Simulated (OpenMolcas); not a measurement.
# Ionisation energies of osmium

```yaml
Program: OpenMolcas
Basis: ANO-RCC-VQZP [9s8p6d4f3g2h]
Scalar_Hamiltonian: DKH2, point nucleus
Spin-orbit_coupling: state interaction with AMFI integrals over the reference wave functions, term energies averaged over their components
```

Active shells in each charge state: the valence d shell, with orbitals averaged over the low states. Where CASPT2's correlated closed shells are named, they are those of the first ion.

A. CASSCF
B. SS-CASPT2, IPEA 0.25 Eh, imaginary shift 0.1 Eh (closed shells correlated: 5s 5p)
C. SS-CASPT2, IPEA 0 Eh, imaginary shift 0.1 Eh (closed shells correlated: 5s 5p)
D. SS-CASPT2, IPEA 0.25 Eh, imaginary shift 0.1 Eh (closed shells correlated: 4f 5s 5p)
E. SS-CASPT2, IPEA 0.25 Eh, imaginary shift 0.1 Eh (closed shells correlated: none)

Energies in eV between the lowest computed levels, named as in B; reference values from the NIST Atomic Spectra Database with their kind.

| From | To | A | B | C | D | E | Spin-orbit share in B | Reference |
| --- | --- | --- | --- | --- | --- | --- | --- | --- |
| Os2+ 5d⁶ ⁵D₄ | Os3+ 5d⁵ ⁶S_5/2 | 25.306 | 26.883 | 26.886 | 27.057 | 26.679 | +0.431 | 25.000 (theoretical) |
| Os3+ 5d⁵ ⁶S_5/2 | Os4+ 5d⁴ ⁵D₀ | 41.299 | 42.158 | 42.236 | 42.413 | 41.871 | -0.775 | 41.000 (theoretical) |
| Os4+ 5d⁴ ⁵D₀ | Os5+ 5d³ ⁴F_3/2 | 54.658 | 55.513 | 55.565 | 55.823 | 55.144 | -0.344 | 55.000 (theoretical) |
| Os5+ 5d³ ⁴F_3/2 | Os6+ 5d² ³F₂ | 69.287 | 70.035 | 70.095 | 70.390 | 69.553 | -0.410 | 70.100 (theoretical) |
| Os6+ 5d² ³F₂ | Os7+ 5d ²D_3/2 | 85.577 | 86.379 | 86.438 | 86.790 | 85.733 | +0.557 | 85.100 (theoretical) |
| Os7+ 5d ²D_3/2 | Os8+ 5p⁶ ¹S₀ | 100.990 | 101.761 | 101.810 | 102.211 | 100.990 | +0.972 | 102.020 (semi-empirical) |

The lowest level within the active space need not be the ion's true ground level.
